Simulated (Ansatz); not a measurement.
```yaml
crystal:
  periodic: [false, false, false]
  atoms:
    - {symbol: Sn, position_ang: [0.749422, 0.151786, 0.530838]}
    - {symbol: H, position_ang: [0.777095, 0.162881, 2.250219]}
    - {symbol: H, position_ang: [2.379248, 0.172835, -0.017206]}
    - {symbol: C, position_ang: [-0.240316, 1.945008, -0.162753]}
    - {symbol: H, position_ang: [0.283328, 2.829701, 0.228056]}
    - {symbol: H, position_ang: [-1.282300, 1.964506, 0.187572]}
    - {symbol: H, position_ang: [-0.230081, 1.982482, -1.261602]}
    - {symbol: Si, position_ang: [-0.427478, -1.976171, -0.309215]}
    - {symbol: H, position_ang: [-1.820666, -2.055310, 0.229799]}
    - {symbol: H, position_ang: [0.316180, -3.197061, 0.127504]}
    - {symbol: H, position_ang: [-0.504442, -1.980658, -1.803212]}
basis:
  gaussian: {orbitals: STO-3G, nuclear_model: gaussian}
total_charge: 1
magnetization: {spin_polarized: true, initial_magnetization: 1}
hamiltonian: {xc: {name: RPBE}, dispersion: d3bjatm}
scf: {omitted_lower_state_checks: [starts]}
output: {forces: true}
```

```sh
$ ansatz run in.yaml --threads 4 --pin off --events-out ev --progress --plain --max-ram 3916MiB
```

It prints (some lines left out):

```
Functional definition: RPBE
630 factors; integrals over basis functions are off by at most 3.6e-5 eV
mean field evaluation 1: about -171247.1186 eV, gradient 2.1e1 eV
mean field evaluation 2: about -171240.5672 eV, gradient 3.4e1 eV
mean field evaluation 4: about -171249.4247 eV, gradient 9.4e0 eV
mean field evaluation 8: about -171250.5203 eV, gradient 3.2e-1 eV
mean field evaluation 16: about -171250.4035 eV, gradient 1.3e-3 eV
mean field -171250.40350319 eV, -6293.3362510496 hartree, gradient 1.0e-5 eV, S^2 0.751070; 0 other end points of the search recorded, 0 dependent functions left out
reference -171250.40352947 eV, -6293.3362520153 hartree; 39, 38 occupied and 10, 11 virtual orbitals, 630 factors
Total energy: -171251.85769655 eV, -6293.3896916701 hartree
Atom 0 at     0.749422     0.151786     0.530838 Å, force     1.922840     1.527787     1.365000 eV/Å
Atom 1 at     0.777095     0.162881     2.250219 Å, force    -0.213188    -0.341465    -0.919238 eV/Å
Atom 2 at     2.379248     0.172835    -0.017206 Å, force    -0.936514    -0.345188     0.104375 eV/Å
Atom 3 at    -0.240316     1.945008    -0.162753 Å, force    -0.899252    -0.969542    -0.654799 eV/Å
Atom 4 at     0.283328     2.829701     0.228056 Å, force     0.737222     0.028388     0.541027 eV/Å
Atom 5 at    -1.282300     1.964506     0.187572 Å, force    -0.260599    -0.002591     0.057587 eV/Å
Atom 6 at    -0.230081     1.982482    -1.261602 Å, force    -0.026272    -0.009686    -0.266500 eV/Å
Atom 7 at    -0.427478    -1.976171    -0.309215 Å, force    -1.519908    -1.687519    -1.075913 eV/Å
Atom 8 at    -1.820666    -2.055310     0.229799 Å, force     0.707366     0.483454     0.006851 eV/Å
Atom 9 at     0.316180    -3.197061     0.127504 Å, force     0.211295     0.867404     0.167957 eV/Å
Atom 10 at    -0.504442    -1.980658    -1.803212 Å, force     0.277011     0.448958     0.673653 eV/Å
Dipole moment:    -0.268643    -0.230382    -0.190799 e Å
Checks for a lower state left out: starts
```

Run time 4.8 s (4 threads of Intel Xeon on a shared host).

The dipole of an ion depends on the origin.
